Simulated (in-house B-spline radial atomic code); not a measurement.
Whole-atom quantities along the 69-electron series, configuration 1s2 2s2 2p6 3s2 3p6 3d10 4s2 4p6 4d10 4f14 5s2 5p6 5d3/2(1). Breit and QED terms are first order and not part of the total energy; the density at the nucleus is averaged over the nuclear charge. Computed with an all-electron radial atomic-structure program (B-spline basis): Dirac-Hartree-Fock, jj configuration that fills j = l - 1/2 first, finite nuclei.

```tsv
ion	Z	E/Z² (Eh)	Σ<r²> (bohr²)	n(0)/Z³ (bohr⁻³)	Lamb diamagnetic shielding (ppm)	repulsion over attraction	Breit energy (eV)	self-energy (eV)	vacuum polarisation (eV)
Hf3+	72	-2.9104	33.361	2.9851	9248.06	0.14814	417.01	343.15	-60.097
Ta4+	73	?	?	?	?	?	?	?	?
W5+	74	-2.9495	27.239	3.226	9642.23	0.14577	458.78	381.11	-68.686
Re6+	75	?	?	?	?	?	?	?	?
Os7+	76	-2.9883	23.111	3.487	10042.7	0.14321	503.62	422.55	-78.373
Ir8+	77	-3.0075	21.471	3.6361	10245.8	0.14188	527.23	444.65	-83.683
Pt9+	78	-3.0267	20.034	3.7849	10450.8	0.14053	551.66	467.74	-89.314
```

(1) Fill in the row of Ta4+.

(2) Fill in the row of Re6+.

(3) With what power of Z does the column «Σ<r²> (bohr²)» change over this range?

## Answers

(1) E/Z² (Eh): -2.93; Σ<r²> (bohr²): 29.94; n(0)/Z³ (bohr⁻³): 3.1035; Lamb diamagnetic shielding (ppm): 9444.44; repulsion over attraction: 0.14698; Breit energy (eV): 437.52; self-energy (eV): 361.72; vacuum polarisation (eV): -64.263.

(2) E/Z² (Eh): -2.9689; Σ<r²> (bohr²): 25.006; n(0)/Z³ (bohr⁻³): 3.3575; Lamb diamagnetic shielding (ppm): 9841.64; repulsion over attraction: 0.14451; Breit energy (eV): 480.81; self-energy (eV): 401.38; vacuum polarisation (eV): -73.389.

(3) A fit of the logarithm of its size against log Z from Z = 72 to 78 has slope -6.32. Unscreened non-relativistic hydrogenic orbitals would give -2.
